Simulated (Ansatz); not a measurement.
Basis-set extrapolation for CH3AlClFO2 (PBE0-D4/def2-TZVP geometry, frozen core, the Gaussian-basis code of Ansatz). Multiplicity 1, RHF reference.

```json
{"": "HF", "def2-TZVPP": "-990.453439", "def2-QZVPP": "-990.486449"}
{"": "MP2 correlation", "def2-TZVPP": "-1.135769", "def2-QZVPP": "-1.234651"}
{"": "CCSD(T) correlation", "def2-TZVPP": "-1.211316", "def2-QZVPP": "not run"}
```

Energies in hartree. Use E(X) = E(∞) + A·exp(−7.88·√X) for Hartree–Fock and E(X) = E(∞) + B·X^(−2.97) for correlation, with X = 3 and 4, and add CCSD(T) minus MP2 of the smaller set to the MP2 limit.

**Question.** What is the CCSD(T) energy at the basis-set limit?

**Answer.** HF limit: -990.486449 + (-0.033010) × 0.13774 = -990.49100. MP2 limit: -1.234651 + (-0.098882) × 0.74074 = -1.30790. Higher-order term: -1.211316 − (-1.135769) = -0.07555. Total: -991.87445 hartree, 5.71 eV below CCSD(T)/def2-TZVPP.
